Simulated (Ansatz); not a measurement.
Isolated molecules relaxed with PBE0-D4/def2-TZVP in Ansatz; ΔE leaves out vibrations. CCSD(T)/CBS is the MP2 limit (def2-TZVPP, def2-QZVPP) plus CCSD(T) − MP2 in def2-TZVPP, frozen cores. This one scheme is used for every species. DFT in def2-TZVPP. For Se outer-core shells are correlated without core-valence functions, which leaves a few kJ/mol of doubt a bond. Scalar relativity is left out up to krypton. Each species was taken in one conformer, which may not be the lowest.

`CO[SiH2]N[SiH2]Cl` + H₂Se → `Cl[SiH2][SeH]` + `CO[SiH2]N`  (ligand exchange at the Si–N bond)

`CO[SiH2]N[SiH2]Cl`:

Z-matrix (Å, degrees):
```
C
O 1 1.410
H 1 1.091 2 108.2
H 1 1.095 2 111.2 3 119.2
H 1 1.097 2 111.4 3 -119.1
Si 2 1.635 1 123.6 3 176.3
N 6 1.730 2 113.3 1 58.2
H 6 1.488 2 111.2 1 -60.1
H 6 1.477 2 104.1 1 178.3
Si 7 1.709 6 127.0 2 60.7
H 7 1.010 6 115.6 2 -107.6
Cl 10 2.066 7 112.7 6 -92.2
H 10 1.478 7 107.9 6 25.7
H 10 1.479 7 110.8 6 149.8
```

H₂Se:

Cartesian coordinates in Å:
```
Se -0.290 0.445 -0.432
H -0.432 -0.995 -0.193
H 0.722 0.551 0.625
```

`Cl[SiH2][SeH]`:

Z-matrix (Å, degrees):
```
Si
Se 1 2.271
Cl 1 2.048 2 106.0
H 1 1.481 2 111.7 3 -118.0
H 1 1.481 2 111.8 3 118.0
H 2 1.471 1 91.4 3 179.2
```

`CO[SiH2]N`:

```xyz
11

C    -0.949   -1.427    0.238
O     0.410   -1.086    0.111
Si    0.910    0.352   -0.511
N     0.445    1.753    0.342
H    -1.460   -0.777    0.958
H    -1.474   -1.362   -0.723
H    -1.014   -2.457    0.596
H     0.332    0.520   -1.873
H     2.384    0.226   -0.505
H    -0.387    2.269    0.115
H     0.803    1.989    1.252
```

Is it downhill or uphill in electronic energy at CCSD(T)/CBS, and by how much? (Best estimate.)

The calculation gave: Uphill: ΔE = +0.15 eV.

What do these levels give: PBE-D4, PBE0-D4, PBE, HF/def2-TZVPP, CCSD/def2-TZVPP, SCS-MP2/def2-QZVPP? (Estimate.)

Computed: PBE-D4 0.08, PBE0-D4 0.10, PBE 0.03, HF/def2-TZVPP 0.19, CCSD/def2-TZVPP 0.20, SCS-MP2/def2-QZVPP 0.16 eV.

Largest T1 diagnostic among the species: 0.011.

The D4 term adds +0.08 eV with B3LYP and +0.05 eV with PBE0; it sums over pairs of atoms, weighted by their polarisabilities, and B3LYP, whose exchange is more repulsive, gets the larger term.

B3LYP here is the variant with VWN-RPA as its local correlation; programs differ in this.
